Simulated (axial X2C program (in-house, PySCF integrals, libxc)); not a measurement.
## WF along the bond: PBE0, 2c

Computed with an in-house all-electron X2C program for linear molecules (integrals from PySCF). Two-component (2c) means X2C with spin–orbit coupling and atomic mean-field two-electron Coulomb and Gaunt terms. Basis: W dyall-cv3z [13s14p9d7f4g], F dyall-av3z [7s6p3d2f] (cores contracted in-house); Gaussian nuclei, density fitting, unrestricted open shells. Masses: W 183.951 u, F 18.998 u.

State: Ω = 5/2 (⟨Sz⟩ = 2.47, ⟨Lz⟩ = 0.03 at PBE0). Dipoles are positive if F is the positive end.

```tsv
R (Å)	μ (D)	HOMO (eV)	LUMO (eV)
1.645	-0.639	-4.80	-2.25
1.721	-1.272	-5.07	-2.23
1.778	-1.724	-5.28	-2.25
1.834	-2.155	-5.47	-2.28
1.891	-2.565	-5.66	-2.32
1.957	-3.021	-5.87	-2.39
2.023	-3.456	-6.07	-2.53
2.108	-3.989	-6.30	-2.80
2.212	-4.605	-6.56	-3.12
2.364	-5.438	-6.83	-3.54
```

(1) The minimum lies at 1.884 Å. What is the dipole moment there, and its slope?

Occupations by symmetry block were frozen at the best pattern of an incomplete PBE0 search. Density functionals use the spin component along the axis (collinear). Other states lie close and PBE0, whose exact exchange favours high spin, may order them wrongly; the determinant shown need not be the ground state. The nearest other 2c determinant of the search, Ω = 1/2, lies 0.75 eV up at the distance of the search. With several unpaired electrons one determinant need not be a pure state. This is the top spin component of a Σ state; components of lower Ω are not single determinants and can lie lower.

Answers

(1) At PBE0, 2c, with the sign and origin stated: μ = -2.51 D, dμ/dR = -7.11 D/Å.
